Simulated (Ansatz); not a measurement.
Strength of the C–Sn bond: Sn(CH3)Cl2 → SnCl2 + CH3

Gas-phase species: Sn(CH3)Cl2, doublet; SnCl2 `[Cl][Sn][Cl]`, singlet; CH3 (methyl radical) `[CH3]`, doublet. 

Shapes, held fixed at every level: PBE0-D4/def2-TZVP. Programs: Ansatz 0.2.0. The zero-point and thermal change to 298 K, harmonic and unscaled (PBE0-D4/def2-TZVP), is -12.4 kJ/mol.

```csv
level,kind,ΔH(298 K) (kJ/mol),less CCSD(T)/def2-TZVPP
HF/def2-SVP,Hartree–Fock,+41.1,-52.7
PBE-D4/def2-TZVPP,GGA,+95.7,+1.9
PBE0-D4/def2-TZVPP,global hybrid,+97.9,+4.1
r2SCAN0-D4/def2-TZVPP,global hybrid,+91.5,-2.3
wB97X-V/def2-TZVPP,range-separated hybrid,+99.4,+5.6
CCSD/def2-SVP,coupled cluster or CI,+82.0,-11.8
CCSD(T)/def2-TZVPP,coupled cluster or CI,+93.8,0.0
```

The highest level, CCSD(T)/def2-TZVPP, gives ΔH(298 K) = +93.8 kJ/mol; the levels span +41.1 to +99.4. A fragment pairs its electrons up again, so this isn't a typical strength of such a bond. The column of differences is taken from that level and isn't an error. No measured value is set beside it here. Open shells run unrestricted. For atoms past krypton def2 sets carry core potentials with scalar relativity. Outer-core shells of Sn are correlated, in sets that cover them unevenly.
